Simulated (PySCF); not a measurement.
# Working out the excitation energy of Ca⁺

Ca⁺ [Ar] 4s1 (2S) → Ca⁺ [Ar] 4p1 (2P). All numbers are calculated (PySCF 2.14, scalar relativity by spin-free X2C-1e, in x2c-TZVPPall with one added diffuse shell each of s, p, d type (7s6p4d, 45 functions)). Frozen: [Ne]. Energies in hartree (1 hartree = 27.21139 eV):

```
            part  Ca⁺ (lower)  Ca⁺ (upper)
             UHF  -679.431381  -679.323330
CCSD correlation    -0.191294    -0.184798
             (T)    -0.002869    -0.002553
```

Problem. What does Hartree-Fock give?

Solution. (-679.323330) − (-679.431381) = 0.108051 hartree = 2.940 eV.

Problem. What do CCSD and CCSD(T) give?

Solution. The CCSD correlation energies differ by 0.006496 hartree = 0.177 eV and the triples by 0.000316 hartree = 0.009 eV, so CCSD gives 3.117 eV and CCSD(T) 3.126 eV.

Measured between the centres of the two terms (NIST): 3.142 eV, so CCSD(T) (valence and next inner shell) is off by -0.016 eV.

What remains against the reference includes basis incompleteness, the frozen core and higher excitations.
